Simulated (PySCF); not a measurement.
CsBr, SMILES [Br][Cs].

Coordinates come from a B3LYP-D3(BJ)/def2-TZVPD optimisation. The def2 effective core potentials stand for the cores of Cs; spin–orbit coupling is left out.

Level of theory: IEF-PCM-ωB97X/def2-TZVPD in PySCF.

The values are the electrostatic part of the solvation free energy, E(continuum) − E(gas) at the gas-phase geometry, in a cavity of scaled van der Waals radii (PySCF's table); cavitation and dispersion terms are not included. A continuum can't describe solvent molecules that bind to the metal. In vacuum the orbital gap is 7.85 eV. The dipole moment in vacuum is 11.58 D.

```
solvent              ε  ΔG(elec) (kcal/mol)  dipole (D)  gap (eV)
---------------  -----  -------------------  ----------  --------
water            78.36                -16.5       13.42      9.77
tetrahydrofuran   7.43                -13.4       13.10      9.42
diethylether      4.24                -11.2       12.85      9.17
```
